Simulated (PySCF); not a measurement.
Compound: C₆H₇O₂P.
Cartesian coordinates in Å at the GFN2-xTB level; atoms count from 1:
```xyz
16
C6H7O2P angstrom
C     -0.9215    2.4817   -0.7817
C     -0.7235    1.5532   -0.0436
P     -0.4719    0.2932    1.1614
C     -1.7978   -0.8653    0.7029
C     -2.9685   -0.5153    0.1981
C      0.8932   -0.6103    0.2905
O      0.9773   -1.8063    0.2068
O      1.8042    0.2632   -0.1185
C      2.9780   -0.2639   -0.7288
H     -1.0865    3.2667   -1.4610
H     -1.5625   -1.8955    0.9427
H     -3.2039    0.5127   -0.0273
H     -3.7339   -1.2436   -0.0164
H      3.6667    0.5700   -0.8344
H      2.7338   -0.6848   -1.7059
H      3.4093   -1.0466   -0.1018
```

The closed-shell ground state was solved at several levels (PySCF, density fitting, gas phase, non-relativistic).

```json
{"level": "PBE0/pcSseg-1", "basis functions": "195", "total energy (Eh)": "-723.9264", "HOMO (eV)": "-6.92", "LUMO (eV)": "-0.34", "gap (eV)": "6.58", "dipole (D)": "1.99"}
{"level": "CAM-B3LYP/def2-SVPD", "basis functions": "246", "total energy (Eh)": "-724.0069", "HOMO (eV)": "-8.20", "LUMO (eV)": "0.70", "gap (eV)": "8.90", "dipole (D)": "1.95"}
```

Q: What might PBE0/def2-SVPD (246 basis functions) give for the same quantities?

A: Total energy -723.6135 Eh, HOMO -6.94 eV, LUMO -0.45 eV, gap 6.49 eV, dipole 1.93 D.

Q: Over all these levels, which gives the widest orbital gap and which the narrowest?

A: CAM-B3LYP/def2-SVPD (range-separated hybrid) has the widest, 8.90 eV, and PBE0/def2-SVPD (global hybrid, 25 % exact exchange) the narrowest, 6.49 eV. The two share the basis. From the narrowest to the widest the HOMO moves by -1.26 eV and the LUMO by +1.15 eV.

Q: How far do the dipole and the HOMO energy spread over the levels?

A: The dipole runs from 1.93 to 1.99 D (mean 1.96 D) and the HOMO from -8.20 to -6.92 eV.

One conformer stands for the species.
